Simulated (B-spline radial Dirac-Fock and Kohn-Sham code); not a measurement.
**Auger parameter of hafnium: the L3 level and its strongest L3-MM line**

Calculated with a B-spline atomic structure program, using relaxed Dirac-Fock hole states (ΔSCF) with Breit and QED corrections and a finite nucleus. The modified Auger parameter α′ is the binding energy plus the kinetic energy of the Auger electron; it does not depend on the energy zero. For free ions it tends to fall with charge, since less charge screens the final holes.

| species | configuration | binding 2p3/2 (eV) | Auger line | kinetic (eV) | α′ (eV) |
| --- | --- | --- | --- | --- | --- |
| Hf | [Xe] 4f14 5d2 6s2 | 9566.8 | M3M3 J=2 | 5279.9 | 14846.7 |
| Hf | [Xe] 4f14 5d2 6s1 6p1 | 9568.2 | M3M3 J=2 | 5278.6 | 14846.8 |
| Hf | [Xe] 4f14 5d3 6s1 | 9564.3 | M3M3 J=2 | 5283.3 | 14847.7 |
| Hf⁺ | [Xe] 4f14 5d1 6s2 | 9577.7 | M3M3 J=2 | 5267.0 | 14844.7 |
| Hf⁺ | [Xe] 4f14 5d2 6s1 | 9574.5 | M3M3 J=2 | 5270.8 | 14845.3 |
| Hf⁺ | [Xe] 4f14 5d3 | 9571.7 | M3M3 J=2 | 5274.4 | 14846.1 |
| Hf⁺ (Watson 1.6 Å) | [Xe] 4f14 5d1 6s2 | 9570.0 | M3M3 J=2 | 5275.3 | 14845.3 |
| Hf²⁺ | [Xe] 4f14 5d2 | 9583.3 | M3M3 J=2 | 5260.8 | 14844.1 |
| Hf²⁺ (Watson 2 Å) | [Xe] 4f14 5d2 | 9569.1 | M3M3 J=2 | 5275.1 | 14844.3 |
| Hf²⁺ (Watson 3 Å) | [Xe] 4f14 5d2 | 9573.7 | M3M3 J=2 | 5270.4 | 14844.1 |
| Hf³⁺ | [Xe] 4f14 5d1 | 9596.7 | M3M3 J=2 | 5245.9 | 14842.6 |
| Hf³⁺ (Watson 1.8 Å) | [Xe] 4f14 5d1 | 9572.9 | M3M3 J=2 | 5269.8 | 14842.7 |
| Hf⁴⁺ | [Xe] 4f14 | 9611.6 | M3M3 J=2 | 5229.8 | 14841.4 |
| Hf⁴⁺ (Watson 1.8 Å) | [Xe] 4f14 | 9579.6 | M3M3 J=2 | 5261.8 | 14841.4 |
| Hf⁴⁺ (Watson 2.7 Å) | [Xe] 4f14 | 9590.3 | M3M3 J=2 | 5251.2 | 14841.4 |
| Hf⁵⁺ | [Xe] 4f13 | 9638.9 | M3M3 J=2 | 5197.5 | 14836.3 |
| Hf⁶⁺ | [Kr] 4d10 4f13 5s2 5p5 | 9659.6 | M3M3 J=2 | 5176.7 | 14836.3 |
| Hf⁷⁺ | [Kr] 4d10 4f13 5s2 5p4 | 9681.1 | M3M3 J=2 | 5155.3 | 14836.3 |
